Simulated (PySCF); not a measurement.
C2H2F, doublet, at a GFN2-xTB geometry; CASSCF(3,5)/6-31G run with PySCF.

Input for PySCF:
```python
from pyscf import gto, scf, mcscf
import numpy

mol = gto.Mole()
mol.atom = '''
    C     0.012696    0.411719   -0.011371
    C     1.198734   -0.111003   -0.027853
    F    -1.191043   -0.126046    0.034014
    H     1.379855   -1.185187   -0.003696
    H     2.070948    0.515299   -0.067086
'''
mol.basis = '6-31g'
mol.charge = 0
mol.spin = 1
mol.verbose = 4
mol.build()

mf = scf.ROHF(mol)
mf.kernel()
mc = mcscf.CASSCF(mf, 5, 3)
mc.fix_spin_(ss=0.75)
mc.kernel()
occ = numpy.linalg.eigvalsh(mc.fcisolver.make_rdm1(mc.ci, mc.ncas, mc.nelecas))[::-1]
ss = mc.fcisolver.spin_square(mc.ci, mc.ncas, mc.nelecas)[0]
print('natural occupations', occ.round(4), ' <S^2>', round(ss, 4))
```

It wrote (shortened):

```
PySCF version 2.14.0

[INPUT] verbose = 4
[INPUT] num. atoms = 5
[INPUT] num. electrons = 23
[INPUT] charge = 0
[INPUT] spin (= nelec alpha-beta = 2S) = 1
[INPUT] symmetry False subgroup None
[INPUT] Mole.unit = angstrom
[INPUT] Symbol           X                Y                Z      unit          X                Y                Z       unit  Magmom
[INPUT]  1 C      0.012696000000   0.411719000000  -0.011371000000 AA    0.023991962877   0.778036150280  -0.021488075762 Bohr   0.0
[INPUT]  2 C      1.198734000000  -0.111003000000  -0.027853000000 AA    2.265278956204  -0.209765269005  -0.052634541748 Bohr   0.0
[INPUT]  3 F     -1.191043000000  -0.126046000000   0.034014000000 AA   -2.250745072580  -0.238192419097   0.064277144401 Bohr   0.0
[INPUT]  4 H      1.379855000000  -1.185187000000  -0.003696000000 AA    2.607548041612  -2.239678836395  -0.006984427756 Bohr   0.0
[INPUT]  5 H      2.070948000000   0.515299000000  -0.067086000000 AA    3.913524538216   0.973773982262  -0.126774166793 Bohr   0.0

nuclear repulsion = 60.663639221753
number of shells = 19
number of NR pGTOs = 74
number of NR cGTOs = 31
basis = 6-31g
ecp = {}

******** <class 'pyscf.scf.rohf.ROHF'> ********
method = ROHF
initial guess = minao
damping factor = 0
level_shift factor = 0
DIIS = <class 'pyscf.scf.diis.CDIIS'>
diis_start_cycle = 1
diis_space = 8
diis_damp = 0
SCF conv_tol = 1e-09
SCF conv_tol_grad = None
SCF max_cycles = 50
direct_scf = True
direct_scf_tol = 1e-13
num. doubly occ = 11  num. singly occ = 1
Set gradient conv threshold to 3.16228e-05
init E= -176.584052452475
  HOMO = -0.12628192156608  LUMO = 0.123197372444402  gap/eV = 6.78868
cycle= 1 E= -176.104669258766  delta_E= 0.479  |g|= 0.409  |ddm|= 1.57
  HOMO = -0.235571927965299  LUMO = 0.138743131583945  gap/eV = 10.18563
cycle= 2 E= -176.155539497197  delta_E= -0.0509  |g|= 0.239  |ddm|= 0.546
  HOMO = -0.171013892355356  LUMO = 0.177536268823158  gap/eV = 9.48453
cycle= 3 E= -176.170099530566  delta_E= -0.0146  |g|= 0.0574  |ddm|= 0.15
  HOMO = -0.166927778584891  LUMO = 0.185770799718077  gap/eV = 9.59742
cycle= 4 E= -176.171634011826  delta_E= -0.00153  |g|= 0.0126  |ddm|= 0.0607
  HOMO = -0.173101931882806  LUMO = 0.182768101303797  gap/eV = 9.68372
cycle= 5 E= -176.171760012868  delta_E= -0.000126  |g|= 0.00526  |ddm|= 0.0189
  HOMO = -0.171259336668858  LUMO = 0.183418679112426  gap/eV = 9.65128
cycle= 6 E= -176.171776404498  delta_E= -1.64e-05  |g|= 0.00173  |ddm|= 0.00932
  HOMO = -0.171364310215618  LUMO = 0.183647521505901  gap/eV = 9.66036
cycle= 7 E= -176.171778102844  delta_E= -1.7e-06  |g|= 0.000769  |ddm|= 0.00242
  HOMO = -0.171259076030988  LUMO = 0.183586406051337  gap/eV = 9.65584
cycle= 8 E= -176.171778369832  delta_E= -2.67e-07  |g|= 0.000134  |ddm|= 0.00113
  HOMO = -0.171219025830184  LUMO = 0.183588628750304  gap/eV = 9.65481
cycle= 9 E= -176.171778383488  delta_E= -1.37e-08  |g|= 2.91e-05  |ddm|= 0.000328
  HOMO = -0.171215058104333  LUMO = 0.183587797170418  gap/eV = 9.65468
cycle= 10 E= -176.171778384213  delta_E= -7.25e-10  |g|= 7.91e-06  |ddm|= 7.4e-05
  HOMO = -0.171212922736678  LUMO = 0.183588163622182  gap/eV = 9.65463
Extra cycle  E= -176.171778384249  delta_E= -3.6e-11  |g|= 3.25e-06  |ddm|= 2.04e-05
converged SCF energy = -176.171778384249

******** <class 'pyscf.mcscf.mc1step.CASSCF'> ********
CAS (2e+1e, 5o), ncore = 10, nvir = 16
max_cycle_macro = 50
max_cycle_micro = 4
conv_tol = 1e-07
conv_tol_grad = None
orbital rotation max_stepsize = 0.02
orbital rotation threshold for CI restart = 0.01
augmented hessian ah_max_cycle = 30
augmented hessian ah_conv_tol = 1e-12
augmented hessian ah_linear dependence = 1e-14
augmented hessian ah_level shift = 1e-08
augmented hessian ah_start_tol = 2.5
augmented hessian ah_start_cycle = 3
augmented hessian ah_grad_trust_region = 3
kf_trust_region = 3
kf_interval = 4
ci_response_space = 4
ci_grad_trust_region = 3
with_dep4 0
natorb = False
canonicalization = True
sorting_mo_energy = False
ao2mo_level = 2
internal_rotation = False
******** <class 'pyscf.fci.addons.SpinPenaltyFCISolver'> ********
max. cycles = 50
conv_tol = 1e-08
davidson only = True
linear dependence = 1e-12
level shift = 0.001
max iter space = 12
nroots = 1
pspace_size = 400
spin = None
CASCI E = -176.195179786407  S^2 = 0.7500000
Set conv_tol_grad to 0.000316228
macro iter   1 ( 21 JK    4 micro), CASSCF E = -176.205424761558  dE = -1.02449752e-02  S^2 = 0.7500000
               |grad[o]|=0.0331  |grad[c]|=0.0136  |ddm|=0.0355  |maxRot[o]|=0.245
macro iter   2 ( 21 JK    4 micro), CASSCF E = -176.207712210847  dE = -2.28744929e-03  S^2 = 0.7500000
               |grad[o]|=0.0152  |grad[c]|=0.00415  |ddm|=0.00471  |maxRot[o]|=0.311
macro iter   3 ( 21 JK    4 micro), CASSCF E = -176.208803836173  dE = -1.09162533e-03  S^2 = 0.7500000
               |grad[o]|=0.00732  |grad[c]|=0.00341  |ddm|=0.00349  |maxRot[o]|=0.259
macro iter   4 ( 21 JK    4 micro), CASSCF E = -176.209186174934  dE = -3.82338761e-04  S^2 = 0.7500000
               |grad[o]|=0.00333  |grad[c]|=0.00142  |ddm|=0.00242  |maxRot[o]|=0.289
macro iter   5 ( 20 JK    4 micro), CASSCF E = -176.209371102520  dE = -1.84927586e-04  S^2 = 0.7500000
               |grad[o]|=0.00222  |grad[c]|=0.00125  |ddm|=0.001  |maxRot[o]|=0.285
macro iter   6 (  8 JK    2 micro), CASSCF E = -176.209374137757  dE = -3.03523694e-06  S^2 = 0.7500000
               |grad[o]|=0.000354  |grad[c]|=0.000784  |ddm|=0.000325  |maxRot[o]|=0.0351
macro iter   7 (  6 JK    1 micro), CASSCF E = -176.209375170725  dE = -1.03296748e-06  S^2 = 0.7500000
               |grad[o]|=7.15e-05  |grad[c]|=0.00159  |ddm|=0.000263  |maxRot[o]|=0.0438
macro iter   8 ( 21 JK    4 micro), CASSCF E = -176.209536346125  dE = -1.61175401e-04  S^2 = 0.7500000
               |grad[o]|=8.78e-05  |grad[c]|=0.00299  |ddm|=0.00163  |maxRot[o]|=0.314
macro iter   9 ( 21 JK    4 micro), CASSCF E = -176.209921118112  dE = -3.84771987e-04  S^2 = 0.7500000
               |grad[o]|=0.00081  |grad[c]|=0.00293  |ddm|=0.00151  |maxRot[o]|=0.314
macro iter  10 ( 21 JK    4 micro), CASSCF E = -176.210398419560  dE = -4.77301448e-04  S^2 = 0.7500000
               |grad[o]|=0.00127  |grad[c]|=0.00268  |ddm|=0.00118  |maxRot[o]|=0.314
macro iter  11 ( 21 JK    4 micro), CASSCF E = -176.210780973313  dE = -3.82553753e-04  S^2 = 0.7500000
               |grad[o]|=0.00136  |grad[c]|=0.0023  |ddm|=0.000893  |maxRot[o]|=0.314
macro iter  12 ( 17 JK    4 micro), CASSCF E = -176.210899876669  dE = -1.18903357e-04  S^2 = 0.7500000
               |grad[o]|=0.000995  |grad[c]|=0.00208  |ddm|=0.00137  |maxRot[o]|=0.229
macro iter  13 (  3 JK    1 micro), CASSCF E = -176.210900184623  dE = -3.07954082e-07  S^2 = 0.7500000
               |grad[o]|=0.000208  |grad[c]|=0.000313  |ddm|=0.000177  |maxRot[o]|=0.00567
macro iter  14 (  3 JK    1 micro), CASSCF E = -176.210900219799  dE = -3.51754181e-08  S^2 = 0.7500000
               |grad[o]|=6.81e-05  |grad[c]|=0.000116  |ddm|=6.91e-05  |maxRot[o]|=0.00178
1-step CASSCF converged in  14 macro (225 JK  45 micro) steps
CASSCF canonicalization
Density matrix diagonal elements [1.90256806 0.99649314 0.09518035 0.00226868 0.00348977]
CASSCF energy = -176.210900219799
CASCI E = -176.210900219799  E(CI) = -2.59122749503965  S^2 = 0.7500000
natural occupations [1.9032 0.9966 0.0945 0.0035 0.0022]  <S^2> 0.75
```
